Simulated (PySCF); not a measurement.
BiBr2, SMILES [Br][Bi][Br], multiplicity 2.

Coordinates come from a B3LYP-D3(BJ)/def2-SVP optimisation. The spin state was assumed, not searched. The isomer is the one that the SMILES or the coordinates give; other isomers of the formula were not compared. The def2 effective core potentials stand for the cores of Bi; spin–orbit coupling is left out.

All values below come from PySCF with TDA-M06-2X/def2-SVPD.

Vertical excitations. Isolated molecule, no solvent.

```csv
state,energy (eV),λ (nm),f,main pairs
root 1,2.19,567,0.001,α HOMO→LUMO 97 %
root 2,2.61,475,0.000,α HOMO→LUMO+1 96 %
root 3,3.87,320,0.001,β HOMO−2→LUMO 95 %
root 4,3.93,316,0.000,β HOMO→LUMO 99 %
root 5,4.10,302,0.005,"α HOMO−1→LUMO 10 %, β HOMO−1→LUMO 86 %"
root 6,4.30,288,0.001,"α HOMO−2→LUMO 57 %, β HOMO−2→LUMO+1 21 %"
root 7,4.35,285,0.004,"α HOMO−1→LUMO 61 %, α HOMO−2→LUMO+1 13 %, β HOMO→LUMO+1 16 %, β HOMO−1→LUMO 5 %"
root 8,4.59,270,0.000,"α HOMO−3→LUMO 68 %, β HOMO−1→LUMO+1 19 %"
root 9,4.63,268,0.002,"α HOMO−5→LUMO 13 %, α HOMO−1→LUMO+1 11 %, β HOMO−3→LUMO 66 %"
root 10,4.72,263,0.002,"α HOMO−2→LUMO+1 38 %, α HOMO−5→LUMO+1 6 %, β HOMO−2→LUMO+2 21 %, β HOMO→LUMO+1 17 %, β HOMO−4→LUMO+2 5 %"
```
Unrestricted roots are not spin-pure.
